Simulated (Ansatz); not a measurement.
`C[S][Ga]([F])[F]` → `[CH2]` (triplet) + `[F][Ga]([F])[SH]`  (formal loss of a carbene)

Gas-phase electronic energies from Ansatz, PBE0-D4/def2-TZVP geometries. CCSD(T)/CBS is the MP2 limit (def2-TZVPP, def2-QZVPP) plus CCSD(T) − MP2 in def2-TZVPP, frozen cores. This one scheme is used for every species. DFT in def2-TZVPP. B3LYP here is the variant with VWN-RPA as its local correlation; programs differ in this. Triplets are unrestricted, without spin–orbit coupling. For Ga outer-core shells are correlated without core-valence functions, which leaves a few kJ/mol of doubt a bond. Scalar relativity is left out up to krypton. Each species was taken in one conformer, which may not be the lowest.

| level | ΔE (eV) | difference from CCSD(T)/CBS |
| --- | --- | --- |
| LDA (SPW92) | 5.08 | 0.72 |
| PBE-D4 | 4.46 | 0.10 |
| BLYP-D4 | 4.33 | -0.03 |
| r2SCAN-D4 | 4.14 | -0.22 |
| r2SCANh-D4 | 4.11 | -0.25 |
| B2PLYP | 4.26 | -0.10 |
| PBE | 4.39 | 0.03 |
| B3LYP | 4.20 | -0.16 |
| r2SCAN0 | 4.06 | -0.30 |
| LC-ωPBE | 4.22 | -0.14 |
| RPA@PBE/def2-TZVPP | 4.15 | -0.21 |
| HF/def2-SVP | 2.80 | -1.56 |
| CCSD(T)/def2-SVP | 4.04 | -0.32 |
| CCSD(T)/def2-TZVPP | 4.21 | -0.15 |
| HF/def2-QZVPP | 2.81 | -1.55 |
| HF/CBS(def2) | 2.81 | -1.55 |
| CCSD(T)/CBS | 4.36 | 0 |

Largest T1 diagnostic among the species: 0.014.

From PBE to PBE0 (25 % exact exchange), in def2-TZVPP and without D4, ΔE moves by −0.10 eV. At CCSD(T), def2-SVP lies −0.32 eV from the extrapolated value and def2-TZVPP −0.15 eV. In def2-TZVPP, CCSD(T) changes the Hartree–Fock value by +1.40 eV (the triples alone add +0.13 eV) and MP2 by +1.55 eV.
